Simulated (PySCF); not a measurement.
Computed with PBE-D3(BJ)/def2-TZVP // B3LYP-D3(BJ)/def2-TZVP (PySCF). All species are isolated molecules in the gas phase. One relaxed conformer stands for a flexible species; it need not be the lowest. Excitations are Tamm–Dancoff values on a coarser integration grid. The basis has no diffuse functions, so Rydberg states are missing or too high.

Reference species (SMILES): `C=C(C#N)C[SiH3]` (neutral, multiplicity 1).

- S1 oscillator strength = 0.151
- S1 excitation (TDA) = 5.84 eV
- HOMO = -6.79 eV

Changed species: `C(/C=C/C[SiH3])#N`.

Problem. What does the change do to the S1 oscillator strength, S1 excitation (TDA) and HOMO?

Solution. the S1 oscillator strength increases by 0.506, to 0.657; the S1 excitation (TDA) falls by 0.05 eV, to 5.79 eV; the HOMO rises by 0.15 eV, to -6.64 eV.
